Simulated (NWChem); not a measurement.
Molecule: ScClF$_{2}$; SMILES [F][Sc]([F])[Cl]

```xyz
4

Sc     0.0000     0.0000    -0.3934
F      0.0000     1.5446    -1.3352
F      0.0000    -1.5446    -1.3352
Cl     0.0000     0.0000     1.8997
```
Atoms are numbered in this order, from 1.

Geometry: optimised at PBE0/def2-SVP.

Symmetry labels are those of C2v in the frame above (b1 and b2, or b-type labels, depend on it).

Task: List the 6 lowest vertical singlet excitations from B3LYP/def2-SVP, TDA (NWChem).

Result: 
| state | energy (eV) | oscillator strength | symmetry | leading excitation (squared amplitude) |
|---|---|---|---|---|
| S1 | 4.46 | 0.005 | b2 | HOMO → LUMO (1.00) |
| S2 | 4.63 | 0.019 | b1 | HOMO−1 → LUMO (0.99) |
| S3 | 5.18 | 0.000 | a1 | HOMO−2 → LUMO (0.97) |
| S4 | 5.24 | 0.000 | a2 | HOMO → LUMO+1 (1.00) |
| S5 | 5.75 | 0.001 | b1 | HOMO → LUMO+2 (0.98) |
| S6 | 5.91 | 0.001 | b2 | HOMO−1 → LUMO+2 (1.00) |
